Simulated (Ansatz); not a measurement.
An input meant for BH₂SF₃⁺ (charge 1, doublet).

```yaml
crystal:
  periodic: [false, false, false]
  atoms:
    - {symbol: B, position_ang: [0.145566, -0.249092, -1.130102]}
    - {symbol: S, position_ang: [0.126612, -0.216330, 1.582077]}
    - {symbol: H, position_ang: [0.492578, 1.094236, 1.634553]}
    - {symbol: H, position_ang: [-1.194977, 0.107577, 1.634622]}
    - {symbol: F, position_ang: [1.473358, -0.241099, -1.241744]}
    - {symbol: F, position_ang: [-0.523223, 0.902916, -1.238416]}
    - {symbol: F, position_ang: [-0.519904, -1.398208, -1.240980]}
basis:
  gaussian: {orbitals: cc-pVDZ, final_grid: {core_spheres: 1, valence_spheres: 1, degree: 5}}
total_charge: 1
magnetization: {spin_polarized: true, initial_magnetization: 1}
hamiltonian: {xc: {name: r2SCAN}}
scf: {lower_state_search: off}
output: {forces: true}
```

```sh
$ ansatz run in.yaml --threads 4 --pin off --events-out ev --progress --plain --max-ram 3916MiB
```

Output, abridged:

```
Functional definition: r2SCAN
  name "r2SCAN"
  cite "Furness, Kaplan, Ning, Perdew & Sun, J. Phys. Chem. Lett. 11, 8208 (2020) doi:10.1021/acs.jpclett.0c02405"
  cite "Furness, Kaplan, Ning, Perdew & Sun, J. Phys. Chem. Lett. 11, 9248 (2020) doi:10.1021/acs.jpclett.0c03077"
  parent r2scan
  parameter k0 = 0.174
  parameter k1 = 0.065
  parameter a1 = 4.9479
  exchange = r2scan_x(k0 = k0, k1 = k1, a1 = a1)
  correlation = r2scan_c
these checks for a lower state are left out or cut short: stability, starts, cluster_reference, orbital_swaps, neighbouring_geometries, increment
929 factors; their error is unknown
mean field evaluation 1: about -19675.4566 eV, gradient 5.4e1 eV
mean field evaluation 2: about -19608.2205 eV, gradient 1.2e2 eV
mean field evaluation 4: about -19684.5451 eV, gradient 7.2e0 eV
mean field evaluation 8: about -19642.8768 eV, gradient 5.3e1 eV
mean field evaluation 16: about -19650.9241 eV, gradient 2.4e0 eV
mean field -19651.03890544 eV, -722.1623598222 hartree, gradient 2.1e-6 eV, S^2 0.756746; 0 other end points of the search recorded, 0 dependent functions left out
the calculation of the forces begins
reference -19651.03892885 eV, -722.1623606827 hartree; 25, 24 occupied and 59, 60 virtual orbitals, 929 factors
Total energy: -19651.03892885 eV, -722.1623606827 hartree
Atom 0 at     0.145566    -0.249092    -1.130102 Å, force    -2.243239     3.754831    -3.893888 eV/Å
Atom 1 at     0.126612    -0.216330     1.582077 Å, force    -0.785854     1.280421    -0.468281 eV/Å
Atom 2 at     0.492578     1.094236     1.634553 Å, force     0.099821    -0.453451     0.619179 eV/Å
Atom 3 at    -1.194977     0.107577     1.634622 Å, force     0.343669    -0.302680     0.607236 eV/Å
Atom 4 at     1.473358    -0.241099    -1.241744 Å, force    -7.042631     0.136520     0.758283 eV/Å
Atom 5 at    -0.523223     0.902916    -1.238416 Å, force     6.200805   -10.730332     1.530574 eV/Å
Atom 6 at    -0.519904    -1.398208    -1.240980 Å, force     3.427430     6.314692     0.846896 eV/Å
Dipole moment:    -0.233607     0.415274     0.965692 e Å
Checks for a lower state left out: stability, starts, cluster_reference, orbital_swaps, neighbouring_geometries, increment
```

**Question.** What is wrong with this run?

**Answer.** The integration grid is far too coarse. Self-consistency was reached. The result belongs to that input, not to the species as meant.
